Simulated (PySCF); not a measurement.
## Gas-phase XPS of SiH2Me(OMe), computed

Compound: SiH2Me(OMe), C2H8OSi.
Bonds: Si1–C4, Si1–O8, O8–C9. Hydrogens: H2, H3 on Si1; H5, H6, H7 on C4; H10, H11, H12 on C9.

Theory: PySCF 2.14.0, delta-SCF UKS SCAN, pcX-2 on the ionised atom, pcseg-1 elsewhere, spin-free X2C. Binding energies are ΔSCF values: E(core-ionised, relaxed orbitals) − E(ground state) at a fixed geometry, referred to the vacuum level.

Question: Give the core binding energies atom by atom.

Answer: 
```tsv
atom(s)	bonded to	level	binding energy (eV)	2p1/2 (eV)	above the level's lowest (eV)	count
Si1	O, C and 2 H	Si 2p3/2	107.03	107.66	0.00	1
Si1	O, C and 2 H	Si 1s	1846.93	–	0.00	1
C4	3 H and Si	C 1s	290.30	–	0.00	1
O8	C and Si	O 1s	537.93	–	0.00	1
C9	O and 3 H	C 1s	292.35	–	+2.05	1
```

The listed C 1s values span 2.05 eV, from C4 (bonded to 3 H and Si) to C9 (bonded to O and 3 H).

Question: Which photon energy gives electrons from C 1s of C4 a kinetic energy of 100 eV, and what is their de Broglie wavelength?

Answer: hν = 290.30 + 100 = 390.30 eV, recoil neglected; λ = 12.264 Å/√(E/eV) = 1.23 Å.

Question: Which photon wavelength matches the C 1s of C4 threshold?

Answer: λ = hc/E = 12398.42 eV Å / 290.30 eV = 42.709 Å.

2p3/2 and 2p1/2 are the ΔSCF energy of one spin-free 2p hole plus the eigenvalues of a spin–orbit and ligand-field matrix of the shell. 2p1/2 minus 2p3/2 (ligand field included): Si 0.62 eV. Isolated species at its PBE0-D3(BJ)/def2-SVP geometry (one conformer only).
